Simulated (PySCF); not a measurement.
Species: Nb(NEt)F3, C₂H₅F₃NNb (singlet state).
Bonds: Nb1–N2, Nb1–F10, Nb1–F11, Nb1–F12, N2–C3, C3–C4. Hydrogens: H5, H6 on C3; H7, H8, H9 on C4.

Computed by this run: PBE0-D3(BJ)/def2-SVP geometry optimisation, gas phase, def2 core potentials past Kr in PySCF 2.14.0; density fitting, grid level 1; the optimiser is geomeTRIC in internal coordinates, started from a GFN2-xTB structure with every atom displaced at random (about 0.03 Å).

At the end of the run (lengths in Å): C3–C4 1.521, Nb1–F10 1.872, Nb1–F11 1.872, Nb1–F12 1.872, C3–H6 1.105, N2–C3 1.424, C3–H5 1.105, Nb1–N2–C3 176.8°, F10–Nb1–F12 112.4°, F10–Nb1–F11 112.6°, N2–Nb1–F10 106.7°.

Question: These geometries were met on the way; a selection of coordinates is given. Order them by energy above the end point, lowest first.
A. C3–C4 1.382, Nb1–F10 1.784, Nb1–F11 1.954, Nb1–F12 1.810, C3–H6 1.145, N2–C3 1.389, C3–H5 1.133, Nb1–N2–C3 169.0°, F10–Nb1–F12 119.1°, F10–Nb1–F11 114.5°, N2–Nb1–F10 104.9°
B. C3–C4 1.496, Nb1–F10 1.894, Nb1–F11 1.865, Nb1–F12 1.889, C3–H6 1.113, N2–C3 1.422, C3–H5 1.112, Nb1–N2–C3 169.7°, F10–Nb1–F12 116.3°, F10–Nb1–F11 113.3°, N2–Nb1–F10 106.1°
C. C3–C4 1.526, Nb1–F10 1.872, Nb1–F11 1.872, Nb1–F12 1.872, C3–H6 1.105, N2–C3 1.422, C3–H5 1.105, Nb1–N2–C3 176.0°, F10–Nb1–F12 111.4°, F10–Nb1–F11 112.7°, N2–Nb1–F10 107.0°
D. C3–C4 1.512, Nb1–F10 1.879, Nb1–F11 1.870, Nb1–F12 1.874, C3–H6 1.104, N2–C3 1.426, C3–H5 1.105, Nb1–N2–C3 170.7°, F10–Nb1–F12 115.2°, F10–Nb1–F11 113.0°, N2–Nb1–F10 106.8°

Answer: C (0.005 eV), D (0.019 eV), B (0.060 eV), A (0.792 eV).

```
step  E above end (eV)  rms distance from the end, all atoms (Å)  largest force (eV/Å)  rms shift of all bonds from the end (Å)
   6             0.005                                     0.020                 0.151                                    0.002
   2             0.019                                     0.079                 0.392                                    0.004
   1             0.060                                     0.083                 1.258                                    0.012
   0             0.792                                     0.156                 6.405                                    0.062
```

Rows stand in the order of the answer.
